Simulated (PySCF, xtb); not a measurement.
InI₃, SMILES [I][In]([I])[I].

GFN2-xTB (xtb 6.7.1) at its own geometry gives an orbital gap of 2.60 eV and a dipole moment of 0.00 D.

Coordinates come from a PBE0-D3(BJ)/def2-SVP optimisation. The isomer is the one that the SMILES or the coordinates give; other isomers of the formula were not compared. The def2 effective core potentials stand for the cores of I, In; spin–orbit coupling is left out.

**Question.** What does CAM-B3LYP/def2-TZVP (PySCF) give? (Estimate from the structure and the level; the computed values follow.)

**Answer.** gap 6.80 eV (levels -9.08 and -2.27 eV), dipole 0.00 D.
